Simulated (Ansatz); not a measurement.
Gas-phase electronic energies from Ansatz, PBE0-D4/def2-TZVP geometries. CCSD(T)/CBS is the MP2 limit (def2-TZVPP, def2-QZVPP) plus CCSD(T) − MP2 in def2-TZVPP, frozen cores. This one scheme is used for every species. For Ge outer-core shells are correlated without core-valence functions, which leaves a few kJ/mol of doubt a bond. Scalar relativity is left out up to krypton. Each species was taken in one conformer, which may not be the lowest.

Consider the germylene formation by 1,1-elimination: `C[S][GeH]([F])[F]` → `[F][Ge][F]` + CH₃SH.

```tsv
species	CCSD(T)/CBS(def2) energy (Eh)
`C[S][GeH]([F])[F]`	-2714.02980
`[F][Ge][F]`	-2275.77030
CH₃SH	-438.22835
```

(1) Work out ΔE.

Largest T1 diagnostic among the species: 0.015.

Answers

(1) ΔE = (-2275.77030) + (-438.22835) − (-2714.02980) = 0.03115 Eh = +81.8 kJ/mol.

From r2SCAN to r2SCAN0 (25 % exact exchange), in def2-TZVPP and without D4, ΔE moves by +8.3 kJ/mol. At CCSD(T), def2-SVP lies +5.0 kJ/mol from the extrapolated value and def2-TZVPP +12.2 kJ/mol.
